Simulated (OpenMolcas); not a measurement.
## Ag4+: moving or changing the point charges

Ag4+ among 6 point charges of -1.5 e arranged as a trigonal antiprism (D3d), 2.03 Å from the ion, with a polar angle of 61.3° against the regular 54.74°.
```
   0.0000    1.7807    0.9747  -1.50
  -1.5421   -0.8903    0.9747  -1.50
   1.5421   -0.8903    0.9747  -1.50
   0.0000   -1.7807   -0.9747  -1.50
   1.5421    0.8903   -0.9747  -1.50
  -1.5421    0.8903   -0.9747  -1.50
```

```yaml
Program: OpenMolcas
Method: CASSCF
Basis: ANO-RCC-VDZP [6s5p3d1f]
Scalar_Hamiltonian: DKH2, point nucleus
Active_space: 7 electrons in 5 orbitals (4d)
State_averaging: 2S+1 = 4 even, 10 roots; 2S+1 = 2 even, 40 roots
Spin-orbit_coupling: RASSI with atomic mean-field integrals over the reference wave functions
```

Runs around this geometry, states (labels of D3, the rotations of D3d). Energies in cm-1 above the lowest state or level, χT in cm3 K/mol.

```csv
R (Å),q (e),Polar angle / regular,Ground state,First state of that spin,First gap with spin-orbit (degeneracies),χT at 300 K,First state of another spin
2.03,-1.5,1.03,4E,4A2 49.8,"750.1 (2, 2)",3.818,2E 16276
2.03,-0.75,1.12,4A2,4E 178.9,"366.4 (2, 2)",4.542,2E 17526
1.94,-1.5,1.12,4E,4A2 103.3,"663.1 (2, 2)",3.782,2E 15283
2.03,-1.5,1.12,4E,4A2 8.5,"588.9 (2, 2)",3.961,2E 16053
2.15,-1.5,1.12,4A2,4E 61.3,"493.0 (2, 2)",4.199,2E 16825
```

The ground state changes within this set.

Without dynamic correlation the repulsion within the d shell is too large (B by tens of per cent), so at a given field states of lower spin stand too high. Point charges give a weaker field than real ligands, and real ions of this kind are as a rule low spin; the high spin found here belongs to the model. Spin-orbit coupling mixes the spin-free states strongly: the lowest level takes only 61 % from its leading state, 4E (figures for R = 2.03, q = -1.5, ratio = 1.03; the like holds for R = 2.03, q = -0.75, ratio = 1.12, R = 1.94, q = -1.5, ratio = 1.12, R = 2.03, q = -1.5, ratio = 1.12, R = 2.15, q = -1.5, ratio = 1.12). An orbital doublet at a regular site is open to a Jahn-Teller distortion, which this geometry leaves out (holds for R = 2.03, q = -1.5, ratio = 1.03; R = 1.94, q = -1.5, ratio = 1.12; R = 2.03, q = -1.5, ratio = 1.12). The ground term spreads over less than 5000 cm-1, several times less than with real ligands, so orbital moments are less quenched and χT lies further from the spin-only value than at real sites (holds for R = 2.03, q = -0.75, ratio = 1.12). This is an electrostatic model: the charges have no orbitals. No measured value stands beside these numbers.
